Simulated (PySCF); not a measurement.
# Why did this PySCF run fail?

```python
from pyscf import gto, dft, tdscf

mol = gto.M(
    atom='Li 0 0 0; Be 0 0 2.133',
    basis='def2-svp',
    charge=0,
    spin=1,
    verbose=4,
)
mf = dft.UKS(mol, xc='pw6b95')
mf.level_shift = 5.0
mf.kernel()
td = tdscf.TDDFT(mf)
td.nstates = 6
td.kernel()
td.analyze()
mf.dip_moment()
print('orbital energies (hartree):', [e[max(0, n-3):n+3].round(4) for e, n in zip(mf.mo_energy, mol.nelec)])
```

```bash
$ OMP_NUM_THREADS=1 python input.py
```

The log, shortened:

```
[earlier lines left out]
       4a ->   10a      0.39944
       3b ->    5b     -0.68281
       3b ->    6b     -0.20235

** Transition electric dipole moments (AU) **
state          X           Y           Z        Dip. S.      Osc.
  1        -0.0000      0.0000      0.0456      0.0021      0.0065
  2         0.0170      0.4571     -0.0000      0.2092      0.6989
  3        -0.4571      0.0170     -0.0000      0.2092      0.6989
  4         0.0000     -0.0000      2.7092      7.3400     24.6904
  5         0.0174      0.4699      0.0000      0.2211      0.7517
  6         0.4699     -0.0174     -0.0000      0.2211      0.7517

** Transition velocity dipole moments (imaginary part, AU) **
state          X           Y           Z        Dip. S.      Osc.
  1        -0.0000      0.0000      0.0841      0.0071      0.0010
  2        -0.0011     -0.0291     -0.0000      0.0008      0.0001
  3         0.0291     -0.0011     -0.0000      0.0008      0.0001
  4         0.0000     -0.0000      0.0634      0.0040      0.0005
  5         0.0011      0.0299      0.0000      0.0009      0.0001
  6         0.0299     -0.0011     -0.0000      0.0009      0.0001

** Transition magnetic dipole moments (imaginary part, AU) **
state          X           Y           Z
  1         0.0000      0.0000      0.0000
  2        -0.8353      0.0310     -0.0000
  3        -0.0310     -0.8353      0.0000
  4        -0.0000     -0.0000      0.0000
  5         0.0202     -0.0008      0.0000
  6        -0.0008     -0.0202      0.0000
Dipole moment(X, Y, Z, Debye): -0.00000,  0.00000,  1.28500
orbital energies (hartree): [array([-2.0553, -0.2597, -0.1256,  4.9387,  4.9387,  4.9428]), array([-4.1319, -2.0484, -0.2487,  4.5102,  4.95  ,  4.95  ])]
```

Task: Which setting is at fault, why, and what does a mended input give?

Result: The level shift (hartree) (5): a shift this large makes the steps tiny. With this edit
```diff
- mf.level_shift = 5.0
```
the run finishes: E(SCF) = -22.181128 Eh, 10 cycles, ⟨S²⟩ = 0.758, μz(SCF) = -3.23 D, first excitations without spin–orbit coupling 0.38, 0.38, 1.19, 2.55, 2.55 eV.

The bond length is a typed value, not an optimised one. No search for the lowest solution was made.
